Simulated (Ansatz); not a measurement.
The cluster Ge4H6. The state is a singlet with charge 0. Geometry PBE-D4/def2-SVP.

```xyz
10

Ge    2.339   -0.920   -0.101
Ge   -1.411    2.019   -0.508
Ge   -2.410   -0.529   -0.467
Ge    0.075   -0.025   -0.039
H     2.736    0.216    0.956
H    -1.083   -1.179   -1.263
H    -0.478    1.898    0.850
H    -1.633   -1.044    0.895
H     1.865   -2.000    0.980
H    -0.001    1.565   -1.303
```

LC-ωPBE has ω = 0.4 bohr⁻¹. Another isomer (singlet) lies 2.12 eV lower at PBE0-D4/def2-TZVP; other spin states weren't run for this one.

Problem. Estimate the orbital energies around the gap (eV) in Ansatz with PBE-D4/def2-TZVP, r2SCAN-D4/def2-TZVP, PBE0-D4/def2-TZVP, CAM-B3LYP-D4/def2-TZVP, LC-ωPBE/def2-TZVP.

Solution. 
```
orbital  PBE-D4/def2-TZVP  r2SCAN-D4/def2-TZVP  PBE0-D4/def2-TZVP  CAM-B3LYP-D4/def2-TZVP  LC-ωPBE/def2-TZVP
 HOMO−5             -7.97                -8.36              -9.18                  -10.48             -11.87
 HOMO−4             -7.73                -8.09              -8.93                  -10.23             -11.64
 HOMO−3             -7.22                -7.54              -8.26                   -9.43             -10.72
 HOMO−2             -6.75                -7.03              -7.68                   -8.83             -10.02
 HOMO−1             -6.55                -6.85              -7.49                   -8.57              -9.85
   HOMO             -5.65                -5.89              -6.48                   -7.55              -8.71
   LUMO             -3.29                -3.32              -2.70                   -1.78              -0.94
 LUMO+1             -2.32                -2.21              -1.63                   -0.70               0.24
 LUMO+2             -1.93                -1.88              -1.26                   -0.26               0.60
 LUMO+3             -1.20                -0.97              -0.47                    0.48               1.48
 LUMO+4             -1.16                -0.95              -0.45                    0.50               1.53
 LUMO+5             -0.48                -0.28               0.30                    1.37               2.41
```
